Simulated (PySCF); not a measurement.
Al₂H₄, SMILES [AlH2][AlH2]. The structure is a stationary point at PBE-D3(BJ)/def2-TZVP.

### Question
Give the equilibrium geometry at PBE-D3(BJ)/def2-TZVP (PySCF confirms it by a frequency run) as a Z-matrix, and its point group. (An estimate is asked for; the answer gives what the named calculation found.)

### Answer
point group D2d.
```
Al
H 1 1.6062
H 1 1.6062 2 115.95
Al 1 2.5931 2 122.02 3 -180.00
H 4 1.6062 1 122.02 2 -90.00
H 4 1.6062 5 115.95 1 180.00
```
